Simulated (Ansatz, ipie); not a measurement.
O2 (SMILES O=O), multiplicity 3, with the O1–O2 bond stretched and the rest rigid; cc-pVDZ, all electrons correlated; total energies in hartree.
Geometry at rest (charge 0, multiplicity 3):
| atom | x (Å) | y (Å) | z (Å) |
|---|---|---|---|
| O | 0.0000 | 0.0000 | -0.6021 |
| O | 0.0000 | 0.0000 | 0.6021 |

Phaseless AFQMC takes the named determinant as trial and start, 200 walkers, a time step of 0.005 inverse hartree and 400 blocks of 25 steps, of which the first fifth is dropped; its bars are rough statistical errors and leave out the phaseless and time-step bias. At long bonds its restricted trial need not be the state that the restricted coupled-cluster runs follow.

The values were computed with Ansatz (a quantum-chemistry and plane-wave program); ipie for AFQMC. 

```json
[
 {"level": "RO-MP2", "R = 1.20 Å": "-149.9839", "R = 1.57 Å": "-149.9606", "R = 1.93 Å": "-149.9557", "R = 2.41 Å": "-150.0668", "R = 3.13 Å": "-150.4425"},
 {"level": "U-MP2", "R = 1.20 Å": "-149.9762", "R = 1.57 Å": "-149.8152", "R = 1.93 Å": "-149.7589", "R = 2.41 Å": "-149.7545", "R = 3.13 Å": "-149.7536"},
 {"level": "RO-CCSD", "R = 1.20 Å": "-149.9785", "R = 1.57 Å": "-149.8883", "R = 1.93 Å": "-149.7792", "R = 2.41 Å": "-149.6996", "R = 3.13 Å": "-149.6865"},
 {"level": "U-CCSD", "R = 1.20 Å": "-149.9796", "R = 1.57 Å": "-149.8952", "R = 1.93 Å": "-149.8130", "R = 2.41 Å": "-149.7987", "R = 3.13 Å": "-149.7983"},
 {"level": "RO-CCSD(T)", "R = 1.20 Å": "-149.9891", "R = 1.57 Å": "-149.9124", "R = 1.93 Å": "-149.8190", "R = 2.41 Å": "-149.7731", "R = 3.13 Å": "-149.8293"},
 {"level": "U-CCSD(T)", "R = 1.20 Å": "-149.9892", "R = 1.57 Å": "-149.9167", "R = 1.93 Å": "-149.8285", "R = 2.41 Å": "-149.8093", "R = 3.13 Å": "-149.8097"},
 {"level": "RO-CCSDT", "R = 1.20 Å": "-149.9893", "R = 1.57 Å": "-149.9116", "R = 1.93 Å": "-149.8201", "R = 2.41 Å": "-149.7992", "R = 3.13 Å": "-149.6382"},
 {"level": "RO-CCSDT(Q)", "R = 1.20 Å": "-149.9914", "R = 1.57 Å": "-149.9208", "R = 1.93 Å": "-149.8462", "R = 2.41 Å": "-149.8480", "R = 3.13 Å": "-149.7937"},
 {"level": "AFQMC@ROHF", "R = 1.20 Å": "-149.9814 ± 0.0033", "R = 1.57 Å": "-149.8550 ± 0.0041", "R = 1.93 Å": "-149.7382 ± 0.0062", "R = 2.41 Å": "-149.5919 ± 0.0078", "R = 3.13 Å": "-149.5704 ± 0.0032"},
 {"level": "AFQMC@UHF", "R = 1.20 Å": "-149.9900 ± 0.0030", "R = 1.57 Å": "-149.9115 ± 0.0032", "R = 1.93 Å": "-", "R = 2.41 Å": "-149.7866 ± 0.0014", "R = 3.13 Å": "-149.7839 ± 0.0017"}
]
```

AFQMC runs whose block means still drift are left out.

Doubts at one or more of the structures used: a spin-contaminated determinant (U-MP2/cc-pVDZ, U-CCSD/cc-pVDZ, U-CCSD(T)/cc-pVDZ); other coupled-cluster roots lie near (RO-CCSD/cc-pVDZ, RO-CCSD(T)/cc-pVDZ, RO-CCSDT/cc-pVDZ, RO-CCSDT(Q)/cc-pVDZ); T1 above 0.05 (U-CCSD/cc-pVDZ, U-CCSD(T)/cc-pVDZ); the program's own flag: other amplitudes (U-CCSD/cc-pVDZ, U-CCSD(T)/cc-pVDZ).
